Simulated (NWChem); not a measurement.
System: NiO, triplet; SMILES [O]=[Ni]

Results from NWChem. Spin-unrestricted. No stability test was run on the SCF state. The level has its own optimisation; frequencies are unscaled.

Q: Predict the results for B3LYP/3-21G. Quantities: r Ni–O (Å); highest harmonic frequency (cm⁻¹); zero-point energy (kcal/mol); dipole (D).

A: 
```json
{
 "r Ni–O (Å)": "1.541",
 "highest harmonic frequency (cm⁻¹)": "1076",
 "zero-point energy (kcal/mol)": "1.5",
 "dipole (D)": "3.40"
}
```
